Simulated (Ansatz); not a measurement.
C₄N₄O₄Ti, SMILES `O=C=[N][Ti]([N]=C=O)([N]=C=O)[N]=C=O`, one more setting.

```yaml
crystal:
  periodic: [false, false, false]
  atoms:
    - {symbol: O, position_ang: [-2.619585, -0.782174, 3.228391]}
    - {symbol: C, position_ang: [-1.900586, -0.566396, 2.343375]}
    - {symbol: N, position_ang: [-1.154404, -0.342261, 1.424843]}
    - {symbol: Ti, position_ang: [0.003318, -0.000522, 0.001345]}
    - {symbol: N, position_ang: [0.457202, 1.809845, -0.010795]}
    - {symbol: C, position_ang: [0.743716, 2.979691, -0.019883]}
    - {symbol: O, position_ang: [1.020081, 4.106781, -0.028580]}
    - {symbol: N, position_ang: [1.548914, -1.028500, 0.196040]}
    - {symbol: C, position_ang: [2.544110, -1.695237, 0.321607]}
    - {symbol: O, position_ang: [3.503084, -2.337504, 0.442596]}
    - {symbol: N, position_ang: [-0.838857, -0.441665, -1.604763]}
    - {symbol: C, position_ang: [-1.381744, -0.729701, -2.640637]}
    - {symbol: O, position_ang: [-1.904847, -1.007057, -3.638739]}
basis:
  gaussian: {orbitals: 6-31G, point_charges: [{charge: 0.50, position_ang: [6.820, 0.218, 0.183]}]}
hamiltonian: {xc: {name: BLYP}, dispersion: d3bjatm}
output: {forces: true}
```

```sh
$ ansatz run in.yaml --threads 4 --pin off --events-out ev --progress --plain --max-ram 46080MiB --backend cpu
```

Output, abridged:

```
Functional definition: BLYP
2051 factors; their error is unknown
mean field evaluation 1: about -41372.4613 eV, gradient 1.3e2 eV
mean field evaluation 2: about -40833.1780 eV, gradient 5.1e2 eV
mean field evaluation 4: about -41307.9674 eV, gradient 2.4e2 eV
mean field evaluation 8: about -41407.1788 eV, gradient 1.2e-1 eV
mean field -41407.17885445 eV, -1521.6857561070 hartree, gradient 6.4e-5 eV, S^2 0.000000; 0 other end points of the search recorded, 0 dependent functions left out
reference -41407.17930607 eV, -1521.6857727039 hartree; 53, 53 occupied and 84, 84 virtual orbitals, 2051 factors
Total energy: -41408.03223568 eV, -1521.7171172888 hartree
Atom 0 at    -2.619585    -0.782174     3.228391 Å, force    -2.861394    -0.861193     3.532544 eV/Å
Atom 1 at    -1.900586    -0.566396     2.343375 Å, force     1.171067     0.361847    -1.478944 eV/Å
Atom 2 at    -1.154404    -0.342261     1.424843 Å, force     1.444573     0.416465    -1.717539 eV/Å
Atom 3 at     0.003318    -0.000522     0.001345 Å, force    -0.482206     0.080665    -0.030119 eV/Å
Atom 4 at     0.457202     1.809845    -0.010795 Å, force    -0.409852    -2.010438     0.017590 eV/Å
Atom 5 at     0.743716     2.979691    -0.019883 Å, force    -0.569136    -2.046429     0.014018 eV/Å
Atom 6 at     1.020081     4.106781    -0.028580 Å, force     1.156772     4.604267    -0.034633 eV/Å
Atom 7 at     1.548914    -1.028500     0.196040 Å, force    -1.223554     0.890172    -0.164647 eV/Å
Atom 8 at     2.544110    -1.695237     0.321607 Å, force    -2.322087     1.431413    -0.275336 eV/Å
Atom 9 at     3.503084    -2.337504     0.442596 Å, force     4.270074    -2.726715     0.519910 eV/Å
Atom 10 at    -0.838857    -0.441665    -1.604763 Å, force     1.059916     0.532702     1.926581 eV/Å
Atom 11 at    -1.381744    -0.729701    -2.640637 Å, force     0.847373     0.467616     1.676997 eV/Å
Atom 12 at    -1.904847    -1.007057    -3.638739 Å, force    -2.082705    -1.109115    -3.991167 eV/Å
Dipole moment:    -0.212491     0.037217    -0.014170 e Å
```

It took 2.2 s on 4 threads of an AMD EPYC 7R13 on a shared host, with 1 GiB of host memory at the peak.
